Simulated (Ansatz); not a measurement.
`[OH][Al]([F])[SeH]` and `C[NH][Al]([OH])[F]` differ in one atom or group.

Ansatz, PBE0-D4/def2-TZVP geometries, multiplicity 1. Each molecule was computed in one conformer, which needn't be the lowest.

Scalar relativity is left out up to krypton.

```csv
property,`[OH][Al]([F])[SeH]`
HOMO–LUMO gap (B3LYP/def2-TZVPP) / eV,6.21
size of the dipole moment (B3LYP/def2-TZVPP) / D,1.84
HOMO energy (B3LYP/def2-TZVPP) / eV,-7.36
size of the dipole moment (PBE/def2-TZVPP) / D,1.78
LUMO energy (PBE/def2-TZVPP) / eV,-1.68
size of the dipole moment (ωB97M-V/def2-TZVPP) / D,1.76
```

(1) Give the same properties after the change, and the shifts. (An estimate is asked.)

Answers

(1) The calculation gave: 
```tsv
property	`C[NH][Al]([OH])[F]`	shift
HOMO–LUMO gap (B3LYP/def2-TZVPP) / eV	6.02	-0.19
size of the dipole moment (B3LYP/def2-TZVPP) / D	0.81	-1.03
HOMO energy (B3LYP/def2-TZVPP) / eV	-6.67	0.69
size of the dipole moment (PBE/def2-TZVPP) / D	0.85	-0.93
LUMO energy (PBE/def2-TZVPP) / eV	-1.18	0.50
size of the dipole moment (ωB97M-V/def2-TZVPP) / D	0.75	-1.01
```

With PBE0 the HOMO rises by 0.72 eV and the LUMO rises by 0.52 eV, so the gap narrows by about 0.20 eV. PBE moves the HOMO by 0.92 eV and ωB97M-V by 0.52 eV. Dipoles are sizes alone; their direction can turn.

B3LYP here is the variant with VWN-RPA as its local correlation; programs differ in this.

Spin–orbit coupling is left out; it splits and shifts lone-pair levels of the heavy atoms by tenths of an eV.
